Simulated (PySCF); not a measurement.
## Chromium: a sound run and one with changed settings

Sound run: Cr [Ar] 3d5 4s1, Cr⁺ [Ar] 3d5. Computed with PySCF 2.14 in cc-pVDZ (6s5p3d1f, 43 functions), with the non-relativistic Hamiltonian (point nucleus). In the sound run the correlated levels freeze [Ar]. The sound run starts from symmetry-adapted Hartree-Fock orbitals and uses a fine grid where one is needed.

Changed run: all electrons correlated in a basis built for the valence shell.

| species | method | sound run (hartree) | changed run (hartree) | converged |
| --- | --- | --- | --- | --- |
| Cr | MP2 | -1043.43515 | -1043.62626 | yes |
| Cr⁺ | MP2 | -1043.20281 | -1043.38587 | yes |

Ionisation energy of Cr:

| method | sound run (eV) | changed run (eV) |
| --- | --- | --- |
| UHF | 5.911 | 5.911 |
| MP2 | 6.322 | 6.542 |
| SCS-MP2 | 6.048 | 6.269 |

A valence basis has no tight correlating functions, so it recovers only part of the core correlation, and not evenly between atom and ion.

For comparison, NIST gives 6.767 eV between the lowest levels.
